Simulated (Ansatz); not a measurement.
AsSe₂. The state is a doublet with charge 0. Geometry PBE0-D4/def2-TZVP; atoms count from 1.

```xyz
3

As    1.228    0.545   -0.048
Se   -0.772   -0.018   -1.128
Se   -0.456   -0.527    1.176
```

The structure comes from a short search, and lower isomers may exist.

Question: Estimate the Mulliken populations from the PBE0/def2-TZVP orbitals of Ansatz.

Answer: 
```tsv
atom	charge (e)	spin (α − β)
As1	0.22	0.91
Se2	-0.11	0.05
Se3	-0.11	0.05
```
Mulliken values and Mayer orders depend strongly on the basis.

Question: Where does the spin sit?

Answer: Summed by element: As 0.91, Se 0.09, of 1 unpaired in all. Largest on single atoms: As1 0.91, Se2 0.05, Se3 0.05.

Question: And the Mayer bond orders between bonded heavy atoms (over 0.3)?

Answer: As1–Se2 1.14 (2.34 Å); As1–Se3 1.14 (2.34 Å); Se2–Se3 1.08 (2.38 Å).
